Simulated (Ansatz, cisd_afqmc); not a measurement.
Species: CH₂BrF, charge 0, singlet. CH2BrF (bromo(fluoro)methane, SMILES FCBr).
B3LYP-D3(BJ)/def2-TZVP minimum from Ansatz (a first-principles code):
```xyz
5

F     -1.8086     0.8720    -0.1203
C     -1.1928    -0.3299     0.0514
Br     0.7524    -0.1183     0.0147
H     -1.4463    -0.7339     1.0269
H     -1.4520    -0.9932    -0.7682
```
Charge 0, spin multiplicity 1.

Total energies in cc-pVTZ, 20 correlated electrons, 16 frozen orbitals. UHF or UKS for unpaired electrons; spin-orbit terms are left out. Correlated methods leave the cores frozen (noble-gas shells, and filled d and f shells in the p block). No relativity. AFQMC/CISD: phaseless, guided by CISD from CCSD amplitudes; bars are statistical, one sigma. Outlying blocks are dropped, and bars are widened where a walk drifts. Over all cases where full CI ran beside it in this data, AFQMC minus full CI had a median of +0.1 mEh and passed +0.4 mEh in a tenth of the cases. Spin-orbit terms, left out, reach several kcal/mol for Br and I, and more for heavier atoms.

```json
[
 {"method": "HF", "program": "Ansatz", "energy (Eh)": "-2710.97383", "minus AFQMC/CISD (mEh)": "631.7 ± 0.5"},
 {"method": "MP2", "program": "Ansatz", "energy (Eh)": "-2711.55864", "minus AFQMC/CISD (mEh)": "46.9 ± 0.5"},
 {"method": "CCSD", "program": "Ansatz", "energy (Eh)": "-2711.58253", "minus AFQMC/CISD (mEh)": "23.0 ± 0.5"},
 {"method": "CCSD(T)", "program": "Ansatz", "energy (Eh)": "-2711.60436", "minus AFQMC/CISD (mEh)": "1.2 ± 0.5"},
 {"method": "AFQMC/CISD", "program": "cisd_afqmc", "energy (Eh)": "-2711.6055 ± 0.0005", "minus AFQMC/CISD (mEh)": "0.0"}
]
```
